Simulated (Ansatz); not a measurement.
Process, species as SMILES: [SiH3]P (SiPH5) → [SiH2]P (SiPH4) + H atom (the H-Si bond breaks)

Property: bond dissociation energy (enthalpy at 298 K), in kcal/mol. Terms: LANL2DZ with its own core potentials from Na on; dispersion terms only where a functional's name holds one; six Cartesian d functions in 6-31G* and its kin unless marked 5d; no spin-orbit coupling; non-relativistic; valence correlation only; 6-311+G** with 5d, 6d on Na to Ar in Ansatz (an electronic-structure program); open shells spin-unrestricted. CBS marks a two-point X^-3 extrapolation of the correlation energy; Hartree-Fock from the larger set. [CCSD(T)-MP2]/basis is that difference in the basis named. Ab initio and DFT rows: single points at B3LYP-D3(BJ) geometries (Ansatz), with unscaled harmonic terms from B3LYP/6-31G* (Ansatz) at its own minima.

Coupled cluster (Ansatz) is a level with limits of its own, used here on species with T1 under 0.025 (0.045 for open shells) and stable references: RI-MP2/CBS(aug-cc-pV(T+d)Z,aug-cc-pV(Q+d)Z)+[CCSD(T)-MP2]/aug-cc-pV(T+d)Z.

Value to compare with, RI-MP2/CBS(aug-cc-pV(T+d)Z,aug-cc-pV(Q+d)Z)+[CCSD(T)-MP2]/aug-cc-pV(T+d)Z (Ansatz): 89.8 kcal/mol.

| level | program | bond dissociation energy (enthalpy at 298 K) (kcal/mol) | difference |
|---|---|---|---|
| B3LYP/STO-3G | Ansatz | 119.6 | 29.8 |
| B3LYP/3-21G | Ansatz | 83.1 | -6.7 |
| B3LYP/LANL2DZ | Ansatz | 84.7 | -5.1 |
| B3LYP/6-31G | Ansatz | 81.4 | -8.4 |
| B3LYP/6-31G* | Ansatz | 86.4 | -3.4 |
| B3LYP/6-31+G* | Ansatz | 86.5 | -3.3 |
| B3LYP/6-31G** | Ansatz | 87.0 | -2.8 |
| B3LYP/def2-SVP | Ansatz | 86.2 | -3.6 |
| B3LYP/cc-pVDZ | Ansatz | 85.0 | -4.8 |
| B3LYP/6-311+G** | Ansatz | 86.4 | -3.4 |
| B3LYP/def2-TZVPD | Ansatz | 86.9 | -2.9 |

Among the 10 habitual levels, B3LYP/STO-3G lies farthest from RI-MP2/CBS(aug-cc-pV(T+d)Z,aug-cc-pV(Q+d)Z)+[CCSD(T)-MP2]/aug-cc-pV(T+d)Z (Ansatz) (29.8 kcal/mol); 1 of 10 lie above it, and their mean absolute difference is 7.1 kcal/mol, the median 4.2. One case shows no general order.

The sets are all those run for this method; left out are runs that failed, that the program found above a lower state of the same kind, or whose <S^2> lies over 0.5 above the pure value.
